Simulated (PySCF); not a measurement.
## Correlation energy of Ru⁻ (ruthenium, charge -1)

[Kr] 4d7 5s2, high-spin 4F determinant. Calculation: PySCF 2.14, in aug-cc-pwCVDZ-PP with ECP28MDF; a scalar-relativistic core potential. Frozen: 4s2 4p6; 9 electrons correlated.

```
  level  correlation energy (mhartree)
   CCSD                        -217.44
    (T)                         -10.46
CCSD(T)                        -227.90
```

Diagnostics: T1 = 0.081, D1 = 0.3358, largest double amplitude 0.086.

Q: Is a single reference adequate?

A: Not fully. T1 exceeds 0.03, a sign that the reference determinant is poor.
